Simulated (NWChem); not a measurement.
Molecule: SiHIF2; SMILES F[SiH](F)I

Results from NWChem. Medium grid unless said otherwise, to which SCAN and Minnesota functionals are sensitive. Geometry: optimised at PBE0/def2-SVP. def2 effective core potentials on I; no spin-orbit coupling. Hybrids' shares of exact exchange are those that their runs print; pure functionals count as 0. The functionals differ in more than this share.

```csv
row,share of exact exchange,orbital gap (eV)
PBE/def2-SVP,0.00,5.77
revPBE/def2-SVP,0.00,5.81
TPSSh/def2-SVP,0.10,6.87
B3LYP/def2-SVP,0.20,7.34
PW6B95/def2-SVP,0.28,7.92
MN15/def2-SVP,0.44,withheld
```

Q: Fit a straight line of the last column on the one before it, predict the withheld value, and compare with the run.

A: 
1. Means of the 5 shown rows: x = 0.116, y = 6.742. Slope Σ(x − x̄)(y − ȳ)/Σ(x − x̄)² = 0.4622/0.06112 = 7.563; intercept 5.865.
2. The shown rows scatter about the line by 0.126 (root mean square); the largest residual is +0.25, at TPSSh/def2-SVP.
3. At x = 0.44 (MN15/def2-SVP; beyond the shown range) the line gives 9.19.
4. The run gives 8.94, -0.25 from the line, 2.0 times the scatter.
